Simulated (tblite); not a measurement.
C3H7B3O3.
SMILES with atom numbers: `[CH2:1]=[CH:2][B:3]1[O:4][BH:5][O:6][B:7]([CH3:8])[O:9]1` (hydrogens: H10, H11 on C1; H12 on C2; H13 on B5; H14, H15, H16 on C8)

Computed with GFN2-xTB (tblite), gas phase: Langevin dynamics at 300 K from the optimised GFN2-xTB geometry, time step 0.5 fs, friction 0.01 fs⁻¹, 2000 steps. The instantaneous temperature is 2·E(kin)/(3Nk) with all 3N coordinates.

```json
{"t (fs)": "0", "T (K)": "244", "E(pot) above start (eV)": "0.000", "C1=C2 (Å)": "1.328", "C2–B3 (Å)": "1.566", "B3–O4 (Å)": "1.373", "O4–B5 (Å)": "1.356", "B5–O6 (Å)": "1.358", "C1–H10 (Å)": "1.079", "C1–C2–B3–O4 (°)": "0"}
{"t (fs)": "50", "T (K)": "159", "E(pot) above start (eV)": "0.235", "C1=C2 (Å)": "1.310", "C2–B3 (Å)": "1.553", "B3–O4 (Å)": "1.397", "O4–B5 (Å)": "1.335", "B5–O6 (Å)": "1.349", "C1–H10 (Å)": "1.081", "C1–C2–B3–O4 (°)": "-3"}
{"t (fs)": "100", "T (K)": "144", "E(pot) above start (eV)": "0.507", "C1=C2 (Å)": "1.352", "C2–B3 (Å)": "1.507", "B3–O4 (Å)": "1.410", "O4–B5 (Å)": "1.395", "B5–O6 (Å)": "1.376", "C1–H10 (Å)": "1.136", "C1–C2–B3–O4 (°)": "7"}
{"t (fs)": "150", "T (K)": "318", "E(pot) above start (eV)": "0.329", "C1=C2 (Å)": "1.300", "C2–B3 (Å)": "1.567", "B3–O4 (Å)": "1.369", "O4–B5 (Å)": "1.350", "B5–O6 (Å)": "1.413", "C1–H10 (Å)": "1.054", "C1–C2–B3–O4 (°)": "15"}
{"t (fs)": "200", "T (K)": "242", "E(pot) above start (eV)": "0.531", "C1=C2 (Å)": "1.355", "C2–B3 (Å)": "1.605", "B3–O4 (Å)": "1.350", "O4–B5 (Å)": "1.309", "B5–O6 (Å)": "1.355", "C1–H10 (Å)": "1.091", "C1–C2–B3–O4 (°)": "-5"}
{"t (fs)": "250", "T (K)": "252", "E(pot) above start (eV)": "0.486", "C1=C2 (Å)": "1.319", "C2–B3 (Å)": "1.563", "B3–O4 (Å)": "1.367", "O4–B5 (Å)": "1.355", "B5–O6 (Å)": "1.378", "C1–H10 (Å)": "1.095", "C1–C2–B3–O4 (°)": "-39"}
{"t (fs)": "300", "T (K)": "254", "E(pot) above start (eV)": "0.479", "C1=C2 (Å)": "1.328", "C2–B3 (Å)": "1.536", "B3–O4 (Å)": "1.336", "O4–B5 (Å)": "1.366", "B5–O6 (Å)": "1.328", "C1–H10 (Å)": "1.079", "C1–C2–B3–O4 (°)": "-41"}
{"t (fs)": "350", "T (K)": "278", "E(pot) above start (eV)": "0.359", "C1=C2 (Å)": "1.318", "C2–B3 (Å)": "1.566", "B3–O4 (Å)": "1.418", "O4–B5 (Å)": "1.375", "B5–O6 (Å)": "1.372", "C1–H10 (Å)": "1.092", "C1–C2–B3–O4 (°)": "-24"}
{"t (fs)": "400", "T (K)": "297", "E(pot) above start (eV)": "0.326", "C1=C2 (Å)": "1.346", "C2–B3 (Å)": "1.622", "B3–O4 (Å)": "1.383", "O4–B5 (Å)": "1.362", "B5–O6 (Å)": "1.335", "C1–H10 (Å)": "1.063", "C1–C2–B3–O4 (°)": "-19"}
{"t (fs)": "450", "T (K)": "274", "E(pot) above start (eV)": "0.497", "C1=C2 (Å)": "1.321", "C2–B3 (Å)": "1.599", "B3–O4 (Å)": "1.451", "O4–B5 (Å)": "1.284", "B5–O6 (Å)": "1.401", "C1–H10 (Å)": "1.073", "C1–C2–B3–O4 (°)": "-15"}
{"t (fs)": "500", "T (K)": "280", "E(pot) above start (eV)": "0.619", "C1=C2 (Å)": "1.350", "C2–B3 (Å)": "1.583", "B3–O4 (Å)": "1.341", "O4–B5 (Å)": "1.399", "B5–O6 (Å)": "1.325", "C1–H10 (Å)": "1.120", "C1–C2–B3–O4 (°)": "-11"}
{"t (fs)": "550", "T (K)": "260", "E(pot) above start (eV)": "0.562", "C1=C2 (Å)": "1.305", "C2–B3 (Å)": "1.604", "B3–O4 (Å)": "1.371", "O4–B5 (Å)": "1.307", "B5–O6 (Å)": "1.375", "C1–H10 (Å)": "1.055", "C1–C2–B3–O4 (°)": "-3"}
{"t (fs)": "600", "T (K)": "340", "E(pot) above start (eV)": "0.461", "C1=C2 (Å)": "1.342", "C2–B3 (Å)": "1.511", "B3–O4 (Å)": "1.401", "O4–B5 (Å)": "1.390", "B5–O6 (Å)": "1.335", "C1–H10 (Å)": "1.089", "C1–C2–B3–O4 (°)": "-3"}
{"t (fs)": "650", "T (K)": "235", "E(pot) above start (eV)": "0.490", "C1=C2 (Å)": "1.334", "C2–B3 (Å)": "1.574", "B3–O4 (Å)": "1.467", "O4–B5 (Å)": "1.345", "B5–O6 (Å)": "1.374", "C1–H10 (Å)": "1.091", "C1–C2–B3–O4 (°)": "6"}
{"t (fs)": "700", "T (K)": "284", "E(pot) above start (eV)": "0.428", "C1=C2 (Å)": "1.323", "C2–B3 (Å)": "1.587", "B3–O4 (Å)": "1.367", "O4–B5 (Å)": "1.349", "B5–O6 (Å)": "1.379", "C1–H10 (Å)": "1.075", "C1–C2–B3–O4 (°)": "-11"}
{"t (fs)": "750", "T (K)": "260", "E(pot) above start (eV)": "0.462", "C1=C2 (Å)": "1.355", "C2–B3 (Å)": "1.591", "B3–O4 (Å)": "1.389", "O4–B5 (Å)": "1.344", "B5–O6 (Å)": "1.403", "C1–H10 (Å)": "1.082", "C1–C2–B3–O4 (°)": "-17"}
{"t (fs)": "800", "T (K)": "247", "E(pot) above start (eV)": "0.771", "C1=C2 (Å)": "1.353", "C2–B3 (Å)": "1.539", "B3–O4 (Å)": "1.353", "O4–B5 (Å)": "1.306", "B5–O6 (Å)": "1.316", "C1–H10 (Å)": "1.105", "C1–C2–B3–O4 (°)": "-4"}
{"t (fs)": "850", "T (K)": "224", "E(pot) above start (eV)": "0.556", "C1=C2 (Å)": "1.319", "C2–B3 (Å)": "1.615", "B3–O4 (Å)": "1.378", "O4–B5 (Å)": "1.362", "B5–O6 (Å)": "1.365", "C1–H10 (Å)": "1.057", "C1–C2–B3–O4 (°)": "-10"}
{"t (fs)": "900", "T (K)": "305", "E(pot) above start (eV)": "0.543", "C1=C2 (Å)": "1.321", "C2–B3 (Å)": "1.545", "B3–O4 (Å)": "1.445", "O4–B5 (Å)": "1.362", "B5–O6 (Å)": "1.394", "C1–H10 (Å)": "1.103", "C1–C2–B3–O4 (°)": "-7"}
{"t (fs)": "950", "T (K)": "279", "E(pot) above start (eV)": "0.617", "C1=C2 (Å)": "1.339", "C2–B3 (Å)": "1.623", "B3–O4 (Å)": "1.337", "O4–B5 (Å)": "1.351", "B5–O6 (Å)": "1.339", "C1–H10 (Å)": "1.129", "C1–C2–B3–O4 (°)": "-23"}
{"t (fs)": "1000", "T (K)": "307", "E(pot) above start (eV)": "0.567", "C1=C2 (Å)": "1.352", "C2–B3 (Å)": "1.631", "B3–O4 (Å)": "1.395", "O4–B5 (Å)": "1.306", "B5–O6 (Å)": "1.396", "C1–H10 (Å)": "1.027", "C1–C2–B3–O4 (°)": "-10"}
```

**Question.** From 500 fs on, how do temperature and potential energy compare with equipartition?

**Answer.** The mean temperature of these 11 frames is 275 K against the target 300 K, and the mean potential energy 0.55 eV against 42 × kT/2 = 0.54 eV for 42 classical harmonic modes. For 16 atoms in a canonical ensemble the temperature itself scatters by T·√(2/(3N)) = 61 K; here its standard deviation is 33 K. The whole run lasts only 10 friction times of 100 fs, so these averages carry a wide statistical error.

**Question.** What are the kinetic and total energies of the listed frame with the highest potential energy?

**Answer.** The one at 800 fs, 0.771 eV above the start. Its kinetic energy is 3NkT/2 = 0.511 eV at 247 K, so the sum is 1.28 eV; over the listed frames the sum runs from 0.50 to 1.28 eV, since the thermostat adds and removes energy.

**Question.** How much do the listed bonds fluctuate from 500 fs on?

**Answer.** 
| bond | at the start (Å) | mean (Å) | standard deviation (Å) |
| --- | --- | --- | --- |
| C1=C2 | 1.328 | 1.336 | 0.016 |
| C2–B3 | 1.566 | 1.582 | 0.036 |
| B3–O4 | 1.373 | 1.386 | 0.039 |
| O4–B5 | 1.356 | 1.347 | 0.030 |
| B5–O6 | 1.358 | 1.364 | 0.029 |
| C1–H10 | 1.079 | 1.085 | 0.029 |

The motion is classical and holds no zero-point motion.

What follows is the cost of the whole dynamics run. On an Arm Neoverse V2 with one thread, no GPU, shared host with 32 logical CPUs at a one-minute load of 17, this took 9.2 s of wall time and 0.18 GiB of memory at its peak.
